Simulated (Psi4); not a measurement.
As2, triplet, geometry from GFN2-xTB (a higher spin typed on purpose: for a closed-shell molecule this is an excited state); TPSS/STO-3G (Psi4).

The Psi4 input:
```
memory 2 GB

molecule mol {
0 3
As   -0.000000   -0.000000   -1.127166
As    0.000000    0.000000    1.127166
}

set {
  basis sto-3g
  reference uks
  dft_spherical_points 974
}

energy('tpss')
print_variables()
```

Question: Predict the main parts of the log of this Psi4 run.

Answer: 
```
   => Loading Basis Set <=

    Name: STO-3G
    Role: ORBITAL
    Keyword: BASIS

         ---------------------------------------------------------
                                   SCF
               by Justin Turney, Rob Parrish, Andy Simmonett
                          and Daniel G. A. Smith
                              UKS Reference
         ---------------------------------------------------------

  ==> Geometry <==

    Molecular point group: d2h
    Full point group: D_inf_h

    Geometry (in Angstrom), charge = 0, multiplicity = 3:

       Center              X                  Y                   Z               Mass
    ------------   -----------------  -----------------  -----------------  -----------------
         AS           0.000000000000     0.000000000000    -1.127166000000    74.921594570000
         AS           0.000000000000     0.000000000000     1.127166000000    74.921594570000

  Running in d2h symmetry.

  Rotational constants: A = ************  B =      0.08855  C =      0.08855 [cm^-1]
  Rotational constants: A = ************  B =   2654.63265  C =   2654.63265 [MHz]
  Nuclear repulsion =  255.629597778690169

  Charge       = 0
  Multiplicity = 3
  Electrons    = 66
  Nalpha       = 34
  Nbeta        = 32

  ==> Algorithm <==

  SCF Algorithm Type is DF.
  DIIS enabled.
  MOM disabled.
  Fractional occupation disabled.
  Guess Type is SAD.
  Energy threshold   = 1.00e-06
  Density threshold  = 1.00e-06
  Integral threshold = 1.00e-12

  ==> Primary Basis <==

  Basis Set: STO-3G
    Blend: STO-3G
    Number of shells: 16
    Number of basis functions: 36
    Number of Cartesian functions: 38
    Spherical Harmonics?: true
    Max angular momentum: 2

  ==> DFT Potential <==

   => LibXC <=

    Version 7.1.2
    S. Lehtola, C. Steigemann, M. J. T. Oliveira, and M. A. L. Marques,  SoftwareX 7, 1–5 (2018) (10.1016/j.softx.2017.11.002)

   => Composite Functional: TPSS <=

    TPSS Meta-GGA XC Functional

    J. Tao, et al., Phys. Rev. Lett., 91, 146401, 2003

    Deriv               =              1
    GGA                 =           TRUE
    Meta                =           TRUE

    Exchange Hybrid     =          FALSE
    MP2 Hybrid          =          FALSE

   => Exchange Functionals <=

    1.0000   XC_MGGA_X_TPSS

   => Correlation Functionals <=

    1.0000   XC_MGGA_C_TPSS

   => LibXC Density Thresholds  <==

    XC_MGGA_C_TPSS:  1.00E-15
    XC_MGGA_X_TPSS:  1.00E-15

   => Molecular Quadrature <=

[...]
   @S^2 Observed:                2.001010789E+00
   @S   Expected:                1.000000000E+00
   @S   Observed:                1.000000000E+00

    Orbital Energies [Eh]
    ---------------------

    Alpha Occupied:

[...]
       4B2g   -0.040798

    Alpha Virtual:

[...]
    Beta Occupied:

[...]
    Beta Virtual:

[...]
       9B1u    0.229985

    Final Occupation by Irrep:
             Ag   B1g   B2g   B3g    Au   B1u   B2u   B3u
    DOCC [     9,    1,    3,    3,    1,    8,    4,    3 ]
    SOCC [     0,    0,    1,    0,    0,    0,    0,    1 ]
    NA   [     9,    1,    4,    3,    1,    8,    4,    4 ]
    NB   [     9,    1,    3,    3,    1,    8,    4,    3 ]

  @DF-UKS Final Energy: -4420.98799312059691

   => Energetics <=

    Nuclear Repulsion Energy =            255.6295977786901688
    One-Electron Energy =               -6711.9861691728419828
    Two-Electron Energy =                2203.0562624901608615
    DFT Exchange-Correlation Energy =    -167.6876842166067831
    Empirical Dispersion Energy =           0.0000000000000000
    VV10 Nonlocal Energy =                  0.0000000000000000
    Total Energy =                      -4420.9879931205969115

  UHF NO Occupations:
  HONO-2 :    8B1u 1.9994961
  HONO-1 :    4B2g 1.0000000
  HONO-0 :    4B3u 1.0000000
  LUNO+0 :    9B1u 0.0005039
  LUNO+1 :    4B3g 0.0000016

Computation Completed

Properties will be evaluated at   0.000000,   0.000000,   0.000000 [a0]

Properties computed using the SCF density matrix

 Multipole Moments:

 ------------------------------------------------------------------------------------
     Multipole            Electronic (a.u.)      Nuclear  (a.u.)        Total (a.u.)
 ------------------------------------------------------------------------------------

 L = 1.  Multiply by 2.5417464519 to convert [e a0] to [Debye]
 Dipole X            :          0.0000000            0.0000000            0.0000000
 Dipole Y            :          0.0000000            0.0000000            0.0000000
 Dipole Z            :          0.0000000            0.0000000            0.0000000
 Magnitude           :                                                    0.0000000

 ------------------------------------------------------------------------------------

  Variable Map:
  ----------------------------------------------------------------------------
[...]
  Array Variable Map:
  ----------------------------------------------------------------------------
[...]
[...]
```
